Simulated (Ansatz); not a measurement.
Mulliken charges of `C[O][Sn]([Cl])([Cl])[SeH]` from r2SCAN/def2-TZVPP in Ansatz (PBE0-D4/def2-TZVP geometry).

| atom | x (Å) | y (Å) | z (Å) | charge (e) |
| --- | --- | --- | --- | --- |
| C1 | 0.548 | -1.646 | 0.104 | 0.006 |
| O2 | -0.243 | -0.628 | -0.481 | -0.511 |
| Sn3 | -0.164 | 1.186 | 0.202 | 1.099 |
| Cl4 | 2.032 | 1.906 | 0.128 | -0.336 |
| Cl5 | -0.699 | 1.155 | 2.452 | -0.336 |
| Se6 | -1.725 | 2.530 | -1.193 | -0.224 |
| H7 | 0.343 | -2.570 | -0.441 | 0.063 |
| H8 | 0.298 | -1.804 | 1.159 | 0.068 |
| H9 | 1.619 | -1.429 | 0.023 | 0.068 |
| H10 | -2.010 | 1.301 | -1.951 | 0.103 |

Q: By hand: the dipole of these point charges (1 e Å = 4.8032 D).

A: Σ q r = (-0.169, -0.229, -0.280) e Å, of length 0.399 e Å = 1.92 D.

Q: How does the dipole of the full density compare? (An estimate is asked.)

A: Computed: (-0.153, -0.185, -0.243) e Å, 1.64 D; the point charges give 1.17 times that, at 2° from its direction.

Point charges leave out the atoms' own dipoles, such as those of lone pairs, and Mulliken's split depends on the basis, so the two needn't agree.
